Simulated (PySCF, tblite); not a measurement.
Isomers of C7H9 (doublet state), one GFN2-xTB conformer each. Single-point energies are computed at B3LYP/pcH-1 (PySCF, gas phase, no added dispersion term), electronic only. GFN2-xTB treats the open shell by occupation alone, and not every SCF solution was tested for stability.

Question: Rank them by B3LYP/pcH-1 energy, lowest first (kJ/mol).
A. `[CH3:1][CH2:2][C:3]1[CH:4]=[CH:5][CH:6]=[CH:7]1` (doublet state) with C1–C2–C3–C4 -88°
B. `[CH2:1]=[C:2][C@H:3]1[CH:4]=[C:5]([CH3:6])[CH2:7]1` (doublet state) with C1–C2–C3–C4 16°
C. `CC1=C[C@@H]2[CH][C@@H]2C1` [radical]
D. `[CH2:1]=[CH:2][C@@H:3]1[C:4]=[C:5]([CH3:6])[CH2:7]1` (doublet state) with C1–C2–C3–C4 -130°

Answer: A (0.0), C (161.4), B (223.4), D (240.7).

As drawn, the highest has a four-membered ring, which the lowest lacks. Neighbours under 21 kJ/mol apart (C=[C][C@H]1C=C(C)C1 and C=C[C@@H]1[C]=C(C)C1) can change places with a better method, another conformer or zero-point energy. GFN2-xTB itself gives, in the same order: 0.0, 127.8, 232.3, 258.2. Both levels put the same isomer lowest; measured from each level's own lowest isomer, the values differ by up to 33.6 kJ/mol (CC1=C[C@@H]2[CH][C@@H]2C1: 127.8 against 161.4).

Q: What happens when harmonic zero-point energies from GFN2-xTB frequencies are added?

A: 
| SMILES | ZPE (kJ/mol) | electronic (kJ/mol) | with ZPE (kJ/mol) |
| --- | --- | --- | --- |
| CC[C]1C=CC=C1 | 349.9 | 0.0 | 0.0 |
| CC1=C[C@@H]2[CH][C@@H]2C1 | 350.7 | 161.4 | 162.2 |
| C=[C][C@H]1C=C(C)C1 | 342.2 | 223.4 | 215.7 |
| C=C[C@@H]1[C]=C(C)C1 | 347.1 | 240.7 | 237.9 |

The zero-point energies span 8.5 kJ/mol. The order is unchanged.
